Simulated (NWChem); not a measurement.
System: CH2NS, doublet; SMILES S=[C]N

The following NWChem deck was run.

```
start job
memory heap 200 mb stack 900 mb global 1100 mb
geometry units angstroms noautosym nocenter noautoz
  N      0.147998     1.585452     0.000000
  C     -0.426398     0.405154     0.000000
  S      0.039413    -1.121665     0.000000
  H      1.162338     1.702191     0.000000
  H     -0.410875     2.431046     0.000000
end
basis spherical
  N library 6-31g*
  C library 6-31g*
  S library 6-31g*
  H library 6-31g*
end
dft
  odft
  mult 2
  xc b3lyp
  iterations 150
end
cosmo
  do_cosmo_smd true
  solvent benzene
end
task dft energy
```

In the optimisation the excess spin sits in a' (Cs, its own frame). The geometry was optimised at PBE0/def2-SVP, spin-unrestricted. No stability test was run on the SCF state. Solvent: benzene.

Level: B3LYP/6-31G* with SMD (1 M gas to 1 M solution), gas-phase geometry. Reactions with the solvent are ignored.

Problem. Give the results of this calculation. (B3LYP/6-31G* (spherical d), spin-unrestricted, SMD on the gas-phase geometry.) Quantities: solvation free energy (kcal/mol); cavity-dispersion-structure term (kcal/mol); dipole in solution (D).

Solution. The solvation free energy (kcal/mol) is -4.6, the cavity-dispersion-structure term (kcal/mol) is -0.3 and the dipole in solution (D) is 4.73.
